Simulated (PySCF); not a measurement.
C3H3ClF2, SMILES F[C@@H]1[C@H](F)[C@H]1Cl. The structure is a stationary point at PBE-D3(BJ)/def2-SVP. The structure was generated by enumeration; whether it is a known compound was not checked.

Problem. Give the equilibrium geometry at PBE-D3(BJ)/def2-SVP (PySCF confirms it by a frequency run) as Cartesian coordinates in Å, and its point group. (Estimate from the structure and the level; the computed values follow.)

Solution. point group Cs.
```xyz
9

F     -1.6395    -0.2050     1.4107
C     -0.6369     0.4408     0.7570
C     -0.6369     0.4408    -0.7570
F     -1.6395    -0.2050    -1.4107
C      0.3592    -0.4008     0.0000
Cl     2.0840    -0.0242     0.0000
H     -0.2817     1.3482     1.2779
H     -0.2817     1.3482    -1.2779
H      0.1332    -1.4806     0.0000
```
Charge 0, spin multiplicity 1.
